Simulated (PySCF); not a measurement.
## CH4B3NO3: core ionisation energies

CH4B3NO3.
Atom-mapped SMILES: `[CH2:1]=[N:2][B:3]1[O:4][BH:5][O:6][BH:7][O:8]1`

Theory: PySCF 2.14.0, delta-SCF UKS SCAN, pcX-2 on the ionised atom, pcseg-1 elsewhere, spin-free X2C. Vertical ΔSCF values, vacuum level as zero.

Task: List the computed XPS lines with their assignment.

Result: 
```csv
atom(s),bonded to,level,binding energy (eV),above the level's lowest (eV),count
B5/B7,2 O and H,B 1s,197.80,0.00,2
B3,2 O and N,B 1s,198.09,+0.29,1
C1,N (double bond) and 2 H,C 1s,292.91,0.00,1
N2,C (double bond) and B,N 1s,405.16,0.00,1
O4/O8,2 B,O 1s,538.94,0.00,2
O6,2 B,O 1s,538.99,+0.05,1
```

The listed B 1s values span 0.29 eV, from B5/B7 (bonded to 2 O and H) to B3 (bonded to 2 O and N). Summing the Pauling electronegativity differences to the bonded atoms, each weighted by its formal bond order, gives +2.96 for the lowest site and +3.80 for the highest.

The 2 O 1s values lie within 0.05 eV of each other; Gaussian lines of 0.5 eV full width would blend them into one maximum.

Task: What is the longest wavelength that can ionise N 1s of N2 (atom 2) vertically?

Result: λ = hc/E = 12398.42 eV Å / 405.16 eV = 30.601 Å.

The first atom of each set that the bonding makes equivalent was ionised and stands for the set. Spin contamination (⟨S²⟩ against 0.75 for a pure doublet) is marked for B 1s of B5/B7 (0.89), which makes this value less certain. One conformer (not necessarily the lowest) at the PBE0-D3(BJ)/def2-SVP geometry, without solvent, vibrations or thermal averaging.

Shape of the structure used: `[CH2:1]=[N:2][B:3]1[O:4][BH:5][O:6][BH:7][O:8]1`: C1–N2–B3–O4 92°.
